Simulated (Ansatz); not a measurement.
Potential energy curve for BH, singlet.

Methods: RKS-PBE = restricted PBE/cc-pVQZ run with Ansatz (a quantum-chemistry and plane-wave program); UKS-PBE = unrestricted PBE/cc-pVQZ run with Ansatz; UKS-CAM-B3LYP = unrestricted CAM-B3LYP/cc-pVQZ run with Ansatz; FCI = full CI/cc-pVQZ, frozen core (Ansatz).

Energies relative to the lowest point of each curve near equilibrium, in kcal/mol; the last columns give the error against full CI:

```csv
R / Å,RKS-PBE,UKS-PBE,UKS-CAM-B3LYP,FCI,RKS-PBE − FCI,UKS-PBE − FCI,UKS-CAM-B3LYP − FCI
0.98,24.0,23.2,21.3,22.5,1.5,0.8,-1.1
1.05,11.5,10.9,9.5,10.2,1.2,0.7,-0.7
1.12,4.2,3.9,3.0,3.4,0.8,0.5,-0.4
1.16,1.9,1.7,1.1,1.3,0.6,0.4,-0.3
1.21,0.3,0.3,0.0,0.1,0.2,0.1,-0.1
1.24,0.0,0.0,0.0,0.0,0.0,0.0,0.0
1.29,0.3,0.4,0.8,0.6,-0.4,-0.3,0.1
1.32,0.8,1.0,1.6,1.4,-0.6,-0.4,0.2
1.36,1.9,2.1,3.1,2.8,-0.9,-0.7,0.3
1.46,6.1,6.4,8.3,7.7,-1.6,-1.3,0.6
1.54,10.4,10.7,13.4,12.5,-2.1,-1.8,0.9
1.65,17.1,17.4,21.1,19.7,-2.6,-2.3,1.4
1.89,32.3,32.6,38.5,35.5,-3.2,-2.9,3.1
2.06,42.6,42.9,50.4,45.6,-3.0,-2.8,4.7
2.24,52.6,52.9,60.9,55.0,-2.4,-2.1,5.9
2.49,64.8,64.8,70.1,65.4,-0.6,-0.6,4.7
2.73,74.5,71.9,75.3,72.5,2.0,-0.7,2.7
3.01,83.6,76.5,78.8,77.9,5.7,-1.4,0.9
3.31,91.2,79.2,81.0,81.2,10.0,-2.0,-0.2
3.79,99.5,80.9,82.5,83.4,16.1,-2.5,-0.9
4.37,105.3,81.4,83.1,84.1,21.2,-2.7,-1.0
5.03,108.9,81.5,83.3,84.3,24.6,-2.8,-1.0
```

RKS-PBE is furthest from FCI at 5.03 (24.6 kcal/mol, above); its mean absolute error over the points is 4.6 kcal/mol.

UKS-PBE is furthest from FCI at 1.89 (-2.9 kcal/mol, below); its mean absolute error over the points is 1.3 kcal/mol.

UKS-CAM-B3LYP is furthest from FCI at 2.24 (5.9 kcal/mol, above); its mean absolute error over the points is 1.4 kcal/mol.

The restricted form behind RKS-PBE keeps the bonding electrons paired and can't separate into open-shell fragments. The unrestricted determinant behind UKS-PBE is spin-contaminated at 0.98 to 1.46, 2.49 to 5.03 Å (<S²> up to 1.0, against 0.00 for a pure singlet). The unrestricted determinant behind UKS-CAM-B3LYP is spin-contaminated at 0.98 to 1.36, 2.24 to 5.03 Å (<S²> up to 1.0, against 0.00 for a pure singlet).
